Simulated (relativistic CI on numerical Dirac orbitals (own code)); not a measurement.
Ti+: resonant inelastic scattering at the L2,3 edge

Computed with this model: Dirac-Coulomb-Breit CI, separate exchange-only KLI orbitals for each configuration, model QED, valence Slater integrals scaled by 0.8, Kramers-Heisenberg scattering through one core-hole configuration in a parametric crystal field; configurations [Ar] 3d3 → [He] 2s2 2p5 3s2 3p6 3d4; 80 K; core-hole width 0.24 eV; summed over polarisations. Incident energies are the highest absorption maxima for each field (at most a few, so the weaker spin-orbit partner edge can be absent), on the computed scale of the free ion. Intensities are in per cent of the strongest line above 0.02 eV; levels within 1 cm⁻¹ are merged; final levels count from the ground level, the first row holds all elastic scattering, lines under 0.4 are left out and each table stops after 24 rows. The scale of the Slater integrals is a model choice and moves the terms in proportion. The configuration is assumed, with all valence electrons in the open shell; the free ion's ground configuration is another.

Field parameters in Wybourne normalisation: Td as Oh with Dq negative (B⁴₀ = 21Dq, B⁴₄ = √(5/14) B⁴₀). The field is a parameter set, without covalency.

S is read from ⟨S²⟩ = S(S + 1).

Td, 10Dq = -1050 cm⁻¹:

| Final level (eV) | Degeneracy | Irrep | S | 455.5 eV | 456.2 eV | 462 eV |
| --- | --- | --- | --- | --- | --- | --- |
| 0.000 | 4 | Γ8 | 1.50 | 644.1 | 304.7 | 138.8 |
| 0.001 | 2 | Γ7 | 1.50 | 46.9 | 16.9 | 11.6 |
| 0.012 | 4 | Γ8 | 1.50 | 44.1 | 9.0 | 9.1 |
| 0.019 | 2 | Γ6 | 1.50 | 14.1 | 4.9 | 2.2 |
| 0.111 | 2 | Γ7 | 1.50 | 16.3 | 7.2 | 13.4 |
| 0.113 | 4 | Γ8 | 1.50 | 100.0 | 66.9 | 7.2 |
| 0.117 | 2 | Γ6 | 1.50 | 12.7 | 8.0 | 9.8 |
| 0.118 | 4 | Γ8 | 1.50 | 24.3 | 36.5 | 9.4 |
| 0.246 | 4 | Γ8 | 1.50 | 21.5 | 38.1 | 13.9 |
| 1.096 | 4 | Γ8 | 0.50 | 3.8 | 35.6 | 12.9 |
| 1.128 | 2 | Γ7 | 0.50 | 3.5 | 12.8 | 3.5 |
| 1.138 | 4 | Γ8 | 0.50 | 1.7 | 9.5 | 13.0 |
| 1.149 | 2 | Γ6 | 0.50 | 1.4 | 4.6 | 5.1 |
| 1.156 | 4 | Γ8 | 0.50 | 2.4 | 23.3 | 7.3 |
| 1.174 | 2 | Γ6 | 1.50 | 14.7 | 18.0 | 5.2 |
| 1.179 | 4 | Γ8 | 1.50 | 10.9 | 20.2 | 10.3 |
| 1.188 | 6 | Γ7+Γ8 | 1.50 | 4.1 | 33.1 | 58.6 |
| 1.195 | 2 | Γ6 | 0.50 | 0.7 | 6.2 | 2.9 |
| 1.475 | 2 | Γ6 | 0.50 | 1.4 | 4.0 | 13.8 |
| 1.482 | 4 | Γ8 | 0.50 | 3.2 | 10.6 | 7.4 |
| 1.510 | 4 | Γ8 | 0.50 | 2.1 | 7.8 | 13.5 |
| 1.517 | 2 | Γ6 | 0.50 | 0.4 | 1.2 | 8.6 |
| 1.525 | 4 | Γ8 | 0.50 | 2.1 | 6.8 | 8.6 |
| 1.530 | 2 | Γ7 | 0.50 | 0.5 | 4.0 | 4.0 |

Td, 10Dq = -2400 cm⁻¹:

| Final level (eV) | Degeneracy | Irrep | S | 455.5 eV | 461.2 eV | 462 eV |
| --- | --- | --- | --- | --- | --- | --- |
| 0.000 | 4 | Γ8 | 1.50 | 1204.5 | 167.4 | 309.4 |
| 0.001 | 2 | Γ7 | 1.50 | 53.7 | 15.3 | 18.3 |
| 0.011 | 4 | Γ8 | 1.50 | 95.9 | 27.1 | 22.0 |
| 0.018 | 2 | Γ6 | 1.50 | 41.9 | 3.5 | 4.0 |
| 0.253 | 2 | Γ7 | 1.50 | 17.2 | 9.9 | 18.3 |
| 0.255 | 4 | Γ8 | 1.50 | 90.8 | 34.3 | 34.5 |
| 0.259 | 2 | Γ6 | 1.50 | 12.0 | 4.0 | 13.2 |
| 0.259 | 4 | Γ8 | 1.50 | 49.1 | 18.8 | 30.4 |
| 0.554 | 4 | Γ8 | 1.50 | 15.0 | 8.6 | 36.4 |
| 0.983 | 4 | Γ8 | 0.50 | 12.4 | 31.0 | 44.8 |
| 1.166 | 2 | Γ7 | 0.50 | 5.9 | 17.6 | 5.5 |
| 1.173 | 4 | Γ8 | 0.50 | 9.1 | 31.0 | 33.1 |
| 1.176 | 2 | Γ6 | 0.50 | 6.1 | 9.4 | 22.1 |
| 1.187 | 4 | Γ8 | 0.50 | 4.8 | 18.1 | 44.5 |
| 1.291 | 2 | Γ6 | 1.50 | 19.1 | 2.8 | 7.2 |
| 1.296 | 4 | Γ8 | 1.50 | 15.4 | 19.5 | 18.1 |
| 1.305 | 6 | Γ7+Γ8 | 1.50 | 7.9 | 30.6 | 97.7 |
| 1.337 | 2 | Γ6 | 0.50 | 3.5 | 9.0 | 6.2 |
| 1.505 | 2 | Γ6 | 0.50 | 3.0 | 34.3 | 20.1 |
| 1.512 | 4 | Γ8 | 0.51 | 7.3 | 12.0 | 14.6 |
| 1.609 | 4 | Γ8 | 0.50 | 7.7 | 9.0 | 16.3 |
| 1.615 | 2 | Γ7 | 0.50 | 4.1 | 2.4 | 5.1 |
| 1.629 | 4 | Γ8 | 0.50 | 7.8 | 14.7 | 42.3 |
| 1.633 | 2 | Γ6 | 0.50 | 1.1 | 4.7 | 32.1 |

For the first field the strongest loss at the lowest incident energy is the level at 0.11 eV (S = 1.50, against 1.50 in the thermal ground state). Levels of other spin, the first over 8 % at 1.10 eV, appear because spin-orbit coupling of the core hole, and in heavier ions of the valence shell too, mixes spins.
